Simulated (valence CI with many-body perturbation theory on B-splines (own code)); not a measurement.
**Level structure of La VI**

Method: valence CI with perturbative core correlation (CI+MBPT): six valence electrons over a frozen Dirac-Fock core [Kr] 4d10, radial functions for each j: 9 s, 9 p, 8 d, 6 f, 3 g, 1 h, with the one-electron correlation potential Σ1, the two-electron term Σ2, the three-electron term Σ3, Breit, model QED; selected CI, second order for the rest, scaled by the run's own slope (own B-spline code, finite nucleus).

With an open or low-lying f shell, different configurations can be misplaced against each other by up to about 5,000 cm⁻¹. No measured levels were compared; by estimate levels hold to about 250 cm⁻¹ or 0.2 % of their energy and the worst to 1 %, as in measured heavy ions of charge 2 to 7; those with d or f electrons hold less well. Among the levels kept, up to 880 cm⁻¹ of a level comes from second order outside the variational space, and about a tenth of that is noise between levels of different J, which matters for small intervals.

Levels 1 to 34 of 34, with energies above the lowest level, 5s2.5p4 3P_2. "Leading %" is the weight of the configuration and term that name the level; weights of strongly mixed levels are sums over their largest components and can fall short. Lifetimes count E1, E2, E3, M1 and M2 decay at the calculated energies, and are blank where another channel may lead or the interval is too uncertain; long ones can be off by a factor of two.

| No. | Configuration | Term | J | E (eV) | Leading % | Second component | Lifetime |
| --- | --- | --- | --- | --- | --- | --- | --- |
| 1 | 5s2.5p4 | 3P | 2 | 0.000 | 79 | 16 % 5s2.5p4 1D |  |
| 2 | 5s2.5p4 | 3P | 0 | 1.593 | 64 | 31 % 5s2.5p4 1S | 5.76 s |
| 3 | 5s2.5p4 | 3P | 1 | 2.519 | 95 |  | 6.16 ms |
| 4 | 5s2.5p4 | 1D | 2 | 3.595 | 78 | 16 % 5s2.5p4 3P | 6.98 ms |
| 5 | 5s2.5p4 | 1S | 0 | 7.432 | 64 | 30 % 5s2.5p4 3P | 894 μs |
| 6 | 4f.5s2.5p3 | 5F | 3 | 15.278 | 47 | 21 % 4f.5s2.5p3 3G | 11.1 ms |
| 7 | 4f.5s2.5p3 | 5F | 4 | 15.372 | 59 | 17 % 4f.5s2.5p3 3G | 18.4 ms |
| 8 | 4f.5s2.5p3 | 5F | 2 | 15.477 | 73 | 11 % 4f.5s2.5p3 3D | 2.12 ms |
| 9 | 4f.5s2.5p3 | 5F | 1 | 15.528 | 79 | 15 % 4f.5s2.5p3 3D | 4.49 ms |
| 10 | 4f.5s2.5p3 | 5F | 5 | 15.654 | 73 | 17 % 4f.5s2.5p3 3G |  |
| 11 | 4f.5s2.5p3 | 3F | 3 | 15.915 | 35 | 22 % 4f.5s2.5p3 5F | 939 μs |
| 12 | 4f.5s2.5p3 | 3F | 4 | 16.931 | 54 | 15 % 4f.5s2.5p3 3H | 408 μs |
| 13 | 4f.5s2.5p3 | 3F | 2 | 16.967 | 78 | 8 % 4f.5s2.5p3 1D | 670 μs |
| 14 | 4f.5s2.5p3 | 3G | 3 | 17.518 | 50 | 14 % 4f.5s2.5p3 5F | 855 μs |
| 15 | 4f.5s2.5p3 | 3G | 4 | 17.677 | 54 | 21 % 4f.5s2.5p3 5F | 715 μs |
| 16 | 4f.5s2.5p3 | 3F | 2 | 17.808 | 36 | 16 % 4f.5s2.5p3 1D | 327 μs |
| 17 | 4f.5s2.5p3 | 3F | 4 | 18.092 | 44 | 40 % 4f.5s2.5p3 3H | 8.99 ms |
| 18 | 5s.5p5 | 3P° | 2 | 18.138 | 79 | 16 % 5s2.5p3.5d 3P° | 1.18 ns |
| 19 | 4f.5s2.5p3 | 3H | 5 | 18.216 | 37 | 18 % 4f.5s2.5p3 1H | 11.8 ms |
| 20 | 4f.5s2.5p3 | 3D | 3 | 18.251 | 58 | 12 % 4f.5s2.5p3 3F | 254 μs |
| 21 | 4f.5s2.5p3 | 1P | 1 | 18.321 | 68 | 11 % 4f.5s2.5p3 3D | 385 μs |
| 22 | 4f.5s2.5p3 | 3G | 5 | 18.815 | 79 | 12 % 4f.5s2.5p3 1H |  |
| 23 | 4f.5s2.5p3 | 3F | 2 | 18.968 | 31 | 30 % 4f.5s2.5p3 3P | 54.3 μs |
| 24 | 4f.5s2.5p3 | 1H | 5 | 18.974 | 52 | 41 % 4f.5s2.5p3 3H |  |
| 25 | 4f.5s2.5p3 | 3F | 4 | 19.052 | 55 | 21 % 4f.5s2.5p3 3H | 167 μs |
| 26 | 4f.5s2.5p3 | 3H | 6 | 19.139 | 95 |  | 49.0 ms |
| 27 | 4f.5s2.5p3 | 3D | 1 | 19.328 | 93 |  | 131 μs |
| 28 | 5s.5p5 | 3P° | 1 | 19.396 | 65 | 15 % 5s2.5p3.5d 3P° | 863 ps |
| 29 | 4f.5s2.5p3 | 3F | 3 | 19.437 | 94 |  | 160 μs |
| 30 | 4f.5s2.5p3 | 3P | 2 | 19.457 | 37 | 31 % 4f.5s2.5p3 3D | 88.7 μs |
| 31 | 4f.5s2.5p3 | 3P | 1 | 19.679 | 75 | 14 % 4f.5s2.5p3 1P | 20.7 μs |
| 32 | 4f.5s2.5p3 | 1D | 2 | 19.722 | 55 | 23 % 4f.5s2.5p3 3D | 57.7 μs |
| 33 | 4f.5s2.5p3 | 3P | 0 | 19.799 | 93 |  | 73.5 μs |
| 34 | 4f.5s2.5p3 | 1F | 3 | 19.800 | 65 | 10 % 4f.5s2.5p3 3F | 128 μs |

Names give the largest LS component (configuration and term), which can be under half, so a name can repeat, a term be missing and a line seem to break the LS rules; names also repeat where a configuration has a term twice.

Where two levels of one J and parity lie close, their mixing, g and order are uncertain.

The ionisation energy to 5s2.5p3 4S°_3/2 of the next ion comes out as 75.371 eV (NIST: 74 ± 2 eV (theoretical)). All 34 levels together are meant to be complete up to 20.078 eV.
